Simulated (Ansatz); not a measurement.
Basis-set extrapolation for Cl3H3Si2, SMILES `Cl[SiH2][SiH](Cl)Cl` (PBE0-D4/def2-TZVP geometry, frozen core, Ansatz 0.2.0). Multiplicity 1, RHF reference.

```json
{"": "HF", "def2-TZVPP": "-1958.331170", "def2-QZVPP": "-1958.387393"}
{"": "MP2 correlation", "def2-TZVPP": "-0.801390", "def2-QZVPP": "-0.880551"}
{"": "CCSD(T) correlation", "def2-TZVPP": "-0.911351", "def2-QZVPP": "not run"}
```

Energies in hartree. Use E(X) = E(∞) + A·exp(−7.88·√X) for Hartree–Fock and E(X) = E(∞) + B·X^(−2.97) for correlation, with X = 3 and 4, and add CCSD(T) minus MP2 of the smaller set to the MP2 limit.

Q: What is the CCSD(T) energy at the basis-set limit?

A: HF limit: -1958.387393 + (-0.056223) × 0.13774 = -1958.39514. MP2 limit: -0.880551 + (-0.079161) × 0.74074 = -0.93919. Higher-order term: -0.911351 − (-0.801390) = -0.10996. Total: -1959.44429 hartree, 529.7 kJ/mol below CCSD(T)/def2-TZVPP.
